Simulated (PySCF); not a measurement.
## Ionisation energy of Rh²⁺ by level of theory

Rh²⁺ [Kr] 4d7 (4F) → Rh³⁺ [Kr] 4d6 (5D), as a difference of total energies. All numbers are calculated (PySCF 2.14, the spin-free X2C one-electron Hamiltonian (Gaussian nucleus), in ANO-RCC-VTZP). Correlated levels: valence: [Kr] frozen. The calculations carry no spin-orbit coupling.

| method | ionisation energy (eV) |
| --- | --- |
| UHF | 29.351 |
| MP2 (valence) | 30.669 |
| SCS-MP2 (valence) | 30.821 |
| CCSD (valence) | 30.606 |
| CCSD(T) (valence) | 30.656 |

A first-order spin-orbit estimate (lowest level to lowest level, LS coupling) adds 0.069 eV.

Errors of the correlated levels include the incompleteness of this basis and the frozen core.

Q: Which method comes closest to the reference value, and which is furthest?

A: The reference is 31.06 eV (semi-empirical (NIST evaluation); NIST Atomic Spectra Database, ionization energies). Closest: SCS-MP2 (valence) (error -0.170 eV); furthest: UHF (error -1.640 eV), both after the spin-orbit estimate.
